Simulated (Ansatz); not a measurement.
The cluster Mn₂O₂⁻, relaxed as a doublet with UKS PBE0-D4/def2-SVPD in Ansatz, starting from the GFN1-xTB geometry. Force threshold 0.02 eV/Å.

The charge -1 doublet is spin-contaminated (final ⟨S²⟩ up to 5.58, 0.75 for a pure state). The relaxation made no stability test and no search for a lower SCF solution. No other spin state of charge -1 was run. Another isomer (doublet) lies 0.68 eV lower at PBE0-D4/def2-TZVPD; other spin states weren't run for this one.

Start:

```xyz
4

Mn   -0.210    0.269   -0.428
Mn    0.443   -0.415    1.618
O    -0.915    1.272   -1.376
O     0.682   -1.125    0.186
```

(1) Estimate the energy that the relaxation releases and the steps that it takes.

(2) Does the start keep its bonding and symmetry?

(3) Predict the relaxed structure.

## Answers

(1) 1.61 eV, in 9 steps; 25 s on 4 threads of Arm Neoverse V2 on a shared host. No frequencies were taken in this run, so the end may be a saddle point.

(2) By distances, no bond broke or formed. The bond that changes most is Mn2–O4, from 1.62 to 1.80 Å (atoms count from 1). Point group Cs at the start, Cs at the end, both within 0.05 Å.

(3) 
```xyz
4

Mn   -0.246    0.289   -0.626
Mn    0.594   -0.601    1.968
O    -1.039    1.440   -1.590
O     0.691   -1.128    0.247
```
Bond lengths (bridged metal pairs left out): 3 × Mn–O 1.70 to 1.91 Å.
